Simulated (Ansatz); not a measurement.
B₁₃P₁₃H₃₀, a nanocrystal cut from zinc blende BP (hydrogen-capped). Total charge 0; singlet. Geometry r2SCAN-D4/def2-SVP; atoms count from 1.

```xyz
56

B    -1.4811    1.0919    1.6977
B    -3.3360   -0.3767   -0.5112
B    -2.9415    2.8219   -0.6713
B     0.3064    2.3872   -0.6893
B    -1.5670    0.9053   -2.8736
B    -1.8826   -2.1150    1.8749
B    -0.0466   -0.6402    4.0809
B     1.7426    0.6695    1.6682
B     1.3077   -2.5329    1.8457
B    -0.1116   -0.8149   -0.5258
B     1.6953    0.4778   -2.9035
B     3.1167   -1.2223   -0.5701
B     3.5566    1.9702   -0.7310
P    -3.0365    1.2729    0.5206
P    -1.5911   -0.4558    2.8935
P    -3.4294   -1.8798    0.7195
P     0.1172    0.8564    0.5526
P    -1.7295   -0.5992   -1.6203
P    -1.3382    2.5036   -1.7472
P     1.9062    2.0784   -1.7769
P     0.0480    0.6404   -3.9245
P    -0.2964   -2.3133    0.7324
P     1.4716   -0.8570    2.8656
P     3.2706    0.4464    0.4629
P     2.8420   -2.7015    0.6624
P     1.4874   -1.0209   -1.6498
H    -1.3258    2.1092    2.3443
H    -4.3239   -0.3120   -1.2139
H    -2.7668    3.8207    0.0015
H    -3.9187    2.8320   -1.3976
H     0.4446    3.3919   -0.0193
H    -2.5534    0.9711   -3.5782
H    -2.0047   -3.0858    2.5935
H     0.0950    0.3981    4.6994
H    -0.1727   -1.6483    4.7522
H     1.8665    1.6912    2.3149
H     1.1882   -3.5041    2.5643
H     2.6526    0.2891   -3.6259
H     4.0751   -1.4125   -1.2906
H     3.6579    2.9789   -0.0578
H     4.4898    1.7293   -1.4751
H    -4.1901    1.4100    1.3428
H    -2.7572   -0.3038    3.6951
H    -4.6003   -1.7677    1.5144
H    -3.7263   -3.0840    0.0231
H    -1.8901   -1.7922   -2.3879
H    -1.1908    3.5836   -2.6623
H     2.0256    3.1620   -2.6918
H     0.1776    1.6950   -4.8658
H    -0.1042   -0.4587   -4.8144
H    -0.4594   -3.5035   -0.0391
H     2.6518   -1.0122    3.6458
H     4.4352    0.2799    1.2639
H     4.0163   -2.8965    1.4358
H     2.8061   -3.9400   -0.0364
H     1.3215   -2.2131   -2.4174
```

Single mean-field runs in def2-SVP are fitted with def2-universal-jkfit.

(1) Estimate the Mulliken populations of the heavy atoms from the PBE0/def2-SVP orbitals of Ansatz.

(2) And the Mayer bond orders between bonded heavy atoms (over 0.3)?

## Answers

(1) 
```csv
atom,charge (e)
B1,-0.13
B2,-0.23
B3,-0.15
B4,-0.13
B5,-0.23
B6,-0.23
B7,-0.15
B8,-0.13
B9,-0.23
B10,-0.31
B11,-0.23
B12,-0.23
B13,-0.15
P14,0.09
P15,0.09
P16,0.22
P17,-0.04
P18,0.13
P19,0.09
P20,0.09
P21,0.22
P22,0.13
P23,0.09
P24,0.09
P25,0.22
P26,0.13
```
Mulliken values and Mayer orders depend strongly on the basis.

(2) B1–P14 0.89 (1.96 Å); B1–P15 0.89 (1.96 Å); B1–P17 0.84 (1.98 Å); B2–P14 0.93 (1.97 Å); B2–P16 0.89 (1.94 Å); B2–P18 0.89 (1.96 Å); B3–P14 0.85 (1.96 Å); B3–P19 0.85 (1.96 Å); B4–P17 0.84 (1.98 Å); B4–P19 0.89 (1.96 Å); B4–P20 0.89 (1.96 Å); B5–P18 0.89 (1.96 Å); B5–P19 0.93 (1.97 Å); B5–P21 0.89 (1.94 Å); B6–P15 0.93 (1.97 Å); B6–P16 0.89 (1.94 Å); B6–P22 0.89 (1.96 Å); B7–P15 0.85 (1.96 Å); B7–P23 0.85 (1.96 Å); B8–P17 0.84 (1.98 Å); B8–P23 0.89 (1.96 Å); B8–P24 0.89 (1.96 Å); B9–P22 0.89 (1.96 Å); B9–P23 0.93 (1.97 Å); B9–P25 0.89 (1.94 Å); B10–P17 0.91 (2.00 Å); B10–P18 0.91 (1.97 Å); B10–P22 0.91 (1.97 Å); B10–P26 0.91 (1.97 Å); B11–P20 0.93 (1.97 Å); B11–P21 0.89 (1.94 Å); B11–P26 0.89 (1.96 Å); B12–P24 0.93 (1.97 Å); B12–P25 0.89 (1.94 Å); B12–P26 0.89 (1.96 Å); B13–P20 0.85 (1.96 Å); B13–P24 0.85 (1.96 Å).
